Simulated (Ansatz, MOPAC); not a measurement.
Species: CCl2F, net charge 1, singlet state. SMILES of the parent species: [C](Cl)(Cl)F

Atoms: F1, C2, Cl3, Cl4. Bonds: F1-C2, C2-Cl3, C2-Cl4.

Bond lengths (Å) and angles (degrees) optimised at AM1 with MOPAC; PM7 with MOPAC; MNDO with MOPAC; HF/STO-3G with Ansatz (an electronic-structure program); HF/6-31G* with Ansatz; B3LYP/LANL2DZ with Ansatz, each started from the B3LYP-D3(BJ)/def2-TZVP structure (Ansatz) of the last column. A row stands for all coordinates that are equal there. 6-31G* holds six Cartesian d functions. No wavenumbers were computed at MNDO, HF/STO-3G, B3LYP/LANL2DZ, so these may be saddle points.

| coordinate | AM1 | PM7 | MNDO | HF/STO-3G | HF/6-31G* | B3LYP/LANL2DZ | B3LYP-D3(BJ)/def2-TZVP |
|---|---|---|---|---|---|---|---|
| F1-C2 | 1.319 | 1.298 | 1.277 | 1.284 | 1.244 | 1.322 | 1.269 |
| C2-Cl3 | 1.659 | 1.616 | 1.711 | 1.731 | 1.630 | 1.696 | 1.635 |
| F1-C2-Cl3 | 119.5 | 116.2 | 119.7 | 118.8 | 117.7 | 117.6 | 117.8 |
| Cl3-C2-Cl4 | 121.0 | 127.6 | 120.7 | 122.4 | 124.6 | 124.8 | 124.3 |

Mean signed difference of all 3 bond lengths from B3LYP-D3(BJ)/def2-TZVP: AM1 0.032 Å, PM7 -0.003 Å, MNDO 0.053 Å, HF/STO-3G 0.069 Å, HF/6-31G* -0.012 Å, B3LYP/LANL2DZ 0.058 Å.
